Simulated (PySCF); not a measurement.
## Core-level binding energies of (F)2Al-S-SiH3

Species: (F)2Al-S-SiH3.
Cartesian coordinates in Å at the PBE0-D3(BJ)/def2-SVP level; atoms count from 1:
```xyz
8
AlF2H3SSi angstrom
Al    -0.0494   -0.4455   -1.7902
F     -1.3790   -1.1919   -1.1450
F      0.2831   -0.6329   -3.3948
S      1.2030    0.7447   -0.5123
Si     0.1739    0.4027    1.3629
H     -1.2225    0.9184    1.3135
H      0.9634    1.1642    2.3703
H      0.1659   -1.0452    1.7119
```

Theory: delta-SCF UKS SCAN, pcX-2 on the ionised atom, pcseg-1 elsewhere, spin-free X2C in PySCF. These are vertical core ionisation energies against the vacuum level, from separate self-consistent calculations with and without the core hole.

**Question.** List the computed XPS lines with their assignment.

**Answer.** 
| atom(s) | bonded to | level | binding energy (eV) | 2p1/2 (eV) | count |
| --- | --- | --- | --- | --- | --- |
| Al1 | 2 F and S | Al 1s | 1569.08 | – | 1 |
| F2/F3 | Al | F 1s | 692.30 | – | 2 |
| S4 | Si and Al | S 2p3/2 | 169.34 | 170.57 | 1 |
| S4 | Si and Al | S 1s | 2477.08 | – | 1 |
| Si5 | S and 3 H | Si 2p3/2 | 107.76 | 108.39 | 1 |
| Si5 | S and 3 H | Si 1s | 1847.60 | – | 1 |

**Question.** Which photon wavelength matches the F 1s of F2 (atom 2)/F3 threshold?

**Answer.** λ = hc/E = 12398.42 eV Å / 692.30 eV = 17.909 Å.

**Question.** Which photon energy gives electrons from F 1s of F2/F3 a kinetic energy of 20 eV, and what is their de Broglie wavelength?

**Answer.** hν = 692.30 + 20 = 712.30 eV, recoil neglected; λ = 12.264 Å/√(E/eV) = 2.74 Å.

Topologically equivalent atoms share the value of their first member; where this conformer doesn't relate them by symmetry, their own values could differ. The 2p values aren't plain energy differences: one relaxed spin-free 2p hole is combined with a matrix within the shell (ground-state 2p orbital-energy differences and spin–orbit coupling). 2p3/2, the mean of its two sublevels, lies a third of the splitting below the shell's mean and 2p1/2 two thirds above it; the statistical areas are 2:1. 2p1/2 minus 2p3/2 (ligand field included): S 1.23 eV, Si 0.63 eV. One conformer (not necessarily the lowest) at the PBE0-D3(BJ)/def2-SVP geometry, without solvent, vibrations or thermal averaging.
